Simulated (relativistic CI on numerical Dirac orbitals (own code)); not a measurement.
**Hyperfine structure of Ru9+, mass number 99**

Computed by Dirac-Coulomb-Breit CI, orbitals from a KLI potential per configuration, QED by a radiative potential, unscaled Slater integrals (own radial code, finite nucleus).

Configurations in the expansion (outside the closed core [Ar] 3d10): 4s2 4p5, 4s 4p6, 4s2 4p4 4d, 4s 4p5 4d, 4s2 4p4 4f, 4s 4p5 4f, 4s2 4p4 5s, 4p6 4d, 4s2 4p4 5p, 4s 4p4 4d2, 4s2 4p3 4d 5p, 4s2 4p3 4d 4f, 4p5 4d2, 4p4 4d3, 4p4 4d2 4f, 4p4 4d2 5s. Double excitations out of closed p, d and f shells are left out; levels of such configurations are missing from the list, as are those of other unlisted configurations, and high levels can miss mixing partners. These lack a partner that the ground configuration has and come out too high: 4s2 4p4 5p.

Nuclear spin I = 5/2, μ = -0.641 μN, Q = 0.079 b (tables of Stone and Pyykkö). The electronic factors are computed for point nuclear moments, without core polarisation or the Bohr-Weisskopf and QED corrections.

| Level | E (cm⁻¹) | A (MHz) | B (MHz) |
| --- | --- | --- | --- |
| 4s2 4p5 2P°_3/2 | 0 | -1195 | -675 |
| 4s2 4p5 2P°_1/2 | 32838 | -6896 |  |
| 4s 4p6 2S_1/2 | 260537 | -20360 |  |
| 4s2 4p4 4d 4D_5/2 | 352128 | -737.4 | -118 |
| 4s2 4p4 4d 4D_3/2 | 353288 | -1041 | -94 |
| 4s2 4p4 4d 4D_7/2 | 354278 | -480.9 | -207 |
| 4s2 4p4 4d 4D_1/2 | 356620 | -1479 |  |
| 4s2 4p4 4d 4F_9/2 | 371879 | -630.4 | 539 |

Levels with J = 0, under 50 % of one LS term, or S terms without an open s electron are left out. Small factors come from cancelling terms and can be off by tens of per cent or more.

At this charge energies of transitions that change n are usually good to better than 1 %, and those within a shell (Δn = 0) to a few per cent.

Problem. Give the hyperfine levels of 4s2 4p5 2P°_1/2 relative to its centre of gravity.

Solution. With K = F(F + 1) − I(I + 1) − J(J + 1), E = AK/2: F = 2: 12070, F = 3: -8620 MHz.

LS names give the leading component of a level, which can be under half, so a name can repeat, a term be missing and a line seem to break the LS rules.
